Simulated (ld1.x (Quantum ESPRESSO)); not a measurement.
u(r) = r·R(r): atom against pseudo-atom (niobium (Nb))

Columns: radius, all-electron u(r) and pseudo u(r) of the 4p shell (level -51.83 eV) of niobium in the configuration [Ar] 3d10 4s2 4p6 4d3 5s0 5p0; PBEsol, scalar-relativistic, ultrasoft scheme, ld1.x (Quantum ESPRESSO) 7.5.

```
r (bohr)  all-electron  pseudo
   0.130        0.1889  0.0154
   0.260       -0.4314  0.0602
   0.390       -0.4521  0.1301
   0.520       -0.0790  0.2183
   0.650        0.3500  0.3166
   0.780        0.6841  0.4159
   0.910        0.8904  0.5073
   1.040        0.9837  0.5831
   1.170        0.9930  0.6375
   1.300        0.9475  0.6669
   1.430        0.8703  0.6703
   1.560        0.7782  0.6497
   1.690        0.6821  0.6087
   1.820        0.5888  0.5528
   1.950        0.5024  0.4880
   2.080        0.4246  0.4206
   2.210        0.3561  0.3556
   2.340        0.2968  0.2968
   2.470        0.2460  0.2460
   2.600        0.2030  0.2030
   2.730        0.1668  0.1668
   2.860        0.1366  0.1366
   2.990        0.1116  0.1116
   3.120        0.0909  0.0909
   3.250        0.0738  0.0738
   3.380        0.0599  0.0599
```

(1) How many radial nodes do the two functions have?

(2) At about which radius was the pseudo-wave matched?

(3) Where does each function peak?

(4) Is the pseudo-wave norm-conserving?

Results:

(1) The all-electron 4p function has n − l − 1 = 2; the pseudo-wave has 0, since the states of the same l below it are removed with the core.

(2) 2.50 bohr. The columns agree to 0.0005 from 2.34 bohr on; several derivatives are matched, so the curves merge somewhat inside the radius.

(3) Outermost all-electron maximum near 1.17 bohr, pseudo maximum near 1.43 bohr (to the table’s step).

(4) No, it belongs to an ultrasoft set: the norm inside the radius is not constrained, and the difference is carried by the augmentation charge.
